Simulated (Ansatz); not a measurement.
Born–Oppenheimer molecular dynamics of C$_{2}$H$_{8}$BBr (12 atoms, charge 0, multiplicity 1). It starts at the highest image of a converged band, a first-order saddle point between two minima.

All numbers below come from Ansatz 0.2.0, RKS B3LYP/def2-SVP.

```
ensemble                      : NVE (velocity Verlet)
time step                     : 0.5 fs
steps asked                   : 200
starting velocities drawn for : 300 K
seed                          : 4440
```

First frame:

```xyz
12
Properties=species:S:1:pos:R:3
B 0.218 -0.094 -0.095
Br 1.891 0.405 1.590
C -0.213 1.289 -0.710
C -0.732 -1.179 0.533
H 1.688 -0.320 0.069
H 1.178 -0.648 -0.792
H -0.846 1.101 -1.598
H 0.628 1.924 -1.027
H -0.827 1.863 0.004
H -1.379 -0.735 1.308
H -0.206 -2.037 0.977
H -1.400 -1.568 -0.258
```

(1) How far do the bonds stretch over the last three quarters of this one trajectory? (Pairs bonded in most of those frames.)

Results:

(1) 
```tsv
bond	mean (Å)	spread (Å)	shortest	longest
B1–C3	1.578	0.019	1.55	1.61
B1–C4	1.576	0.012	1.55	1.60
B1–H6	1.222	0.024	1.18	1.27
Br2–H5	1.436	0.017	1.41	1.47
C3–H7	1.104	0.024	1.07	1.15
C3–H8	1.106	0.024	1.07	1.15
C3–H9	1.106	0.021	1.07	1.14
C4–H10	1.103	0.011	1.08	1.12
C4–H11	1.105	0.030	1.06	1.15
C4–H12	1.111	0.017	1.08	1.14
```

Mean temperature of the second half: 466 K. The conserved energy stayed within 0.18 meV per atom of its start (net change 0.13 meV per atom), so the integration is sound. The system heated up, since it started high on the potential surface and ran downhill. A run of 0.1 ps of so small a system gives no equilibrium averages. The orbitals stay closed-shell, which can raise the energy where a bond breaks towards radicals; this wasn't checked here.

Time of the run: 10 min on 2 threads of Arm Neoverse V2, on a shared host, peak memory 0.27 GiB.
